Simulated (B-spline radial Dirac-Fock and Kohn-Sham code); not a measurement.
# Dipole and non-dipole photoemission parameters of Mn 3d3/2

System: atomic manganese, [Ar] 3d5 4s2; threshold 11.06 eV (orbital energy of the model). Method: Dirac-Hartree-Slater photoionisation with a Latter tail; cross sections with all multipoles, angular parameters from the dipole term and its interference with E2. Computed with a radial atomic solver.

Input file task.json (cfg lists n, l and occupation; rrms is the nuclear radius in fm):

```json
{"items": [{
  "Z": 25,
  "q": 0,
  "cfg": [[1, 0, 2], [2, 0, 2], [2, 1, 6], [3, 0, 2], [3, 1, 6], [3, 2, 5], [4, 0, 2]],
  "A": 55,
  "rrms": 3.7057,
  "do": "xps",
  "hv": [51.6, 69.3, 100, 105.0, 136.0, 150, 213.0, 215.0, 248.0, 258.0, 300, 485.0, 517.0, 663.0, 730.0, 1000, 1253.6, 1350.0, 1370.0, 1460.0, 1600.0, 2000, 2540.0, 4130.0, 5414.7, 6320.0, 6520.0, 9630.0, 11900.0, 15000],
  "edges": {"K": 6539.0, "L1": 769.1, "L2": 649.9, "L3": 638.7, "M1": 82.3}
}]}
```

Command: `python xray2_run.py task.json out`

For linearly polarised light dσ/dΩ = σ/(4π) [1 + β P₂(cos θ) + (δ + γ cos²θ) sin θ cos φ], with θ from the polarisation vector and φ the angle between the beam and the projection of the electron momentum on the plane normal to the polarisation.

| hν (eV) | σ (kb) | β | γ | δ |
| --- | --- | --- | --- | --- |
| 51.6 | 3010 | 0.444 | 0.003 | 0.011 |
| 69.3 | 2340 | 0.642 | 0.009 | 0.013 |
| 100 | 1420 | 0.871 | 0.021 | 0.016 |
| 105 | 1310 | 0.899 | 0.023 | 0.017 |
| 136 | 794 | 1.032 | 0.039 | 0.020 |
| 150 | 645 | 1.075 | 0.047 | 0.021 |
| 213 | 280 | 1.192 | 0.087 | 0.026 |
| 215 | 273 | 1.194 | 0.088 | 0.026 |
| 248 | 188 | 1.223 | 0.111 | 0.028 |
| 258 | 169 | 1.229 | 0.117 | 0.029 |
| 300 | 111 | 1.245 | 0.146 | 0.032 |
| 485 | 26.5 | 1.216 | 0.262 | 0.044 |
| 517 | 21.7 | 1.204 | 0.279 | 0.046 |
| 663 | 9.69 | 1.142 | 0.349 | 0.056 |
| 730 | 7.03 | 1.113 | 0.377 | 0.060 |
| 1000 | 2.39 | 1.002 | 0.468 | 0.079 |
| 1253.6 | 1.07 | 0.914 | 0.531 | 0.097 |
| 1350 | 0.817 | 0.884 | 0.551 | 0.104 |
| 1370 | 0.774 | 0.879 | 0.555 | 0.105 |
| 1460 | 0.613 | 0.854 | 0.572 | 0.111 |
| 1600 | 0.437 | 0.818 | 0.597 | 0.121 |
| 2000 | 0.188 | 0.734 | 0.656 | 0.149 |
| 2540 | 0.0746 | 0.649 | 0.720 | 0.184 |
| 4130 | 0.0104 | 0.487 | 0.837 | 0.279 |
| 5414.7 | 0.00330 | 0.407 | 0.873 | 0.347 |
| 6320 | 0.00171 | 0.369 | 0.884 | 0.391 |
| 6520 | 0.00149 | 0.362 | 0.886 | 0.400 |
| 9630 | ? | ? | ? | ? |
| 11900 | 0.000108 | 0.250 | 0.932 | 0.617 |
| 15000 | 3.81e-05 | 0.200 | 0.928 | 0.726 |

Task: Give the values at 9630 eV.

Result: σ = 0.000275 kb, β = 0.289, γ = 0.916, δ = 0.530.
